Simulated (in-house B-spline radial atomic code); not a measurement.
K⁺. Computed with a B-spline radial atomic code. Model: all-electron spherical atom, spin shells full or empty, radial basis limit, no spin-orbit coupling: exact exchange with a local potential (Slater, KLI or optimised effective potential, whose far tail is KLI's), no correlation.

Exchange potential has not reached -1/r at the last radius.

The run also made RPA and GW results, which its time includes.

The Slater potential averages the orbital exchange potentials with the orbital densities as weights, KLI adds orbital constants, and the optimised effective potential minimises the exact-exchange energy among local potentials. So their energies lie above Hartree-Fock in the order OEP, KLI, Slater. All fall off as −1/r, unlike LDA and GGA exchange.

Command:
```bash
python run_gw.py task.json out
```
Settings (lengths in bohr, energies in hartree):
```
Z                      19
electrons              18
configuration          [Ne] 3s2 3p6
hamiltonian            nr
method                 slater
lmax                   9
spin_polarised         False
box_radius             23.78
intervals              72
```

Cost of the run: 3.1 s on 1 thread of Arm Neoverse N1, on a shared host.

Given: hamiltonian non-relativistic; mean-field start Slater potential.

Computed: energy above Hartree-Fock 113.4 millihartree; virial ratio -E/T less 1 -0.017957.

```
radius (bohr)  r times exchange potential (hartree bohr)
      0.00263                                  -0.050599
      0.00322                                          ?
      0.00394                                  -0.075655
      0.00482                                  -0.092403
      0.00589                                   -0.11264
       0.0072                                   -0.13721
      0.00881                                   -0.16704
       0.0108                                   -0.20327
       0.0132                                   -0.24589
       0.0161                                   -0.29566
       0.0197                                   -0.35455
       0.0241                                    -0.4219
       0.0295                                   -0.49736
       0.0361                                   -0.57882
       0.0441                                   -0.66228
        0.054                                   -0.74411
        0.066                                   -0.81499
       0.0807                                    -0.8654
       0.0988                                   -0.88387
        0.121                                   -0.87223
        0.148                                   -0.87358
        0.181                                   -0.94152
        0.221                                    -1.0697
         0.27                                    -1.2154
        0.331                                    -1.3388
        0.404                                    -1.4044
        0.495                                    -1.3834
        0.605                                    -1.2279
         0.74                                    -1.0707
        0.905                                    -1.1398
         1.11                                          ?
         1.35                                    -1.3951
         1.66                                    -1.4273
         2.03                                    -1.3899
         2.48                                     -1.315
         3.03                                    -1.2322
         3.71                                     -1.159
```

Problem. What belongs in the row 0.00322?

Solution. r times exchange potential (hartree bohr): -0.061901.

Problem. What belongs in the row 1.11?

Solution. r times exchange potential (hartree bohr): -1.2907.

```csv
occupied,level (hartree),Hartree-Fock level (hartree)
1s,-132.14,-133.75
2s,?,?
2p,-11.637,-11.738
3s,-1.8368,-1.9638
3p,-1.2369,-1.1705
```

Problem. What belongs in the row 2s?

Solution. level (hartree): -14.187; Hartree-Fock level (hartree): -14.708.

```tsv
empty	level (hartree)
4s	-0.44975
3d	-0.41177
4p	?
5s	-0.20131
4d	-0.18656
```

Problem. What belongs in the row 4p?

Solution. level (hartree): -0.33574.

The highest level, 3p, differs from Hartree-Fock by -1.8 eV and the deepest, 1s, by +43.8 eV: the Slater potential lacks the response part and is deeper than the optimised one throughout, so the top level comes too deep.
